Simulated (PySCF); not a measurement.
**Diatomics of I with the fifth-period p block**

CCSD(T) with double-zeta basis sets in PySCF, for the lowest determinant that a PBE0 search found; no spin–orbit coupling. De refers to high-spin ground-configuration atoms.

```tsv
M	basis	reference, frozen orbitals	state (unpaired electrons)	Re (Å)	ωe (cm⁻¹)	De (eV)
In	def2-SVP	RHF, 8	singlet (closed shell)	2.796	179	3.34
Sn	def2-SVP	UHF, 8	doublet (π ↑)	2.758	194	2.59
Sb	def2-SVP	UHF, 8	triplet (π ↑↑)	2.748	198	1.75
Te	cc-pVDZ-PP	UHF, 8	doublet (π ↑)	2.726	202	1.56
```

(1) By what factor does the well depth vary along the series?

The rows differ in basis set, which adds steps of its own.

The state changes along the series, so neighbouring rows are not always alike in their bonding.

Correlated steps freeze 8 core orbitals. Correlated levels converge slowly with the basis: in double zeta they bind strong bonds too weakly, by up to about 1 eV, and carry superposition errors of some tenths. These are scalar-relativistic numbers at best; spin–orbit coupling would shift them, the dissociation energy most. Where the molecule has an RHF reference, its open-shell atoms are computed with UHF. States were picked by a PBE0 search and need not be the measured ground states.

Answers

(1) At CCSD(T) it runs from 1.56 eV (TeI) to 3.34 eV (InI), a factor of 2.14.
